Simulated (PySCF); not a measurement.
## Working out the ionisation energy of Mn

Mn [Ar] 3d5 4s2 (6S) → Mn+ [Ar] 3d5 4s1 (7S). All numbers are calculated (PySCF 2.14, scalar relativity by spin-free X2C-1e, in jorge-DZP-DKH). Frozen: [Ar]. Energies in hartree (1 hartree = 27.21139 eV):

```json
{"part": "UHF", "Mn (lower)": "-1157.141786", "Mn+ (upper)": "-1156.923097"}
{"part": "MP2 opposite-spin", "Mn (lower)": "-0.026948", "Mn+ (upper)": "0.000000"}
{"part": "MP2 same-spin", "Mn (lower)": "-0.035046", "Mn+ (upper)": "-0.035534"}
```

**Question.** What does Hartree-Fock give?

**Answer.** (-1156.923097) − (-1157.141786) = 0.218689 hartree = 5.951 eV.

**Question.** What do MP2 and SCS-MP2 (6/5 opposite-spin, 1/3 same-spin) give?

**Answer.** The opposite-spin parts differ by 0.733 eV and the same-spin parts by -0.013 eV. MP2: 5.951 + (0.733) + (-0.013) = 6.671 eV. SCS-MP2: 5.951 + 1.2 × (0.733) + (-0.013)/3 = 6.826 eV.

Measured between the centres of the two terms (NIST): 7.434 eV, so MP2 (valence) is off by -0.763 eV.

A double-zeta basis recovers only part of the correlation energy.

What remains against the reference includes basis incompleteness, the frozen core and correlation beyond second order.
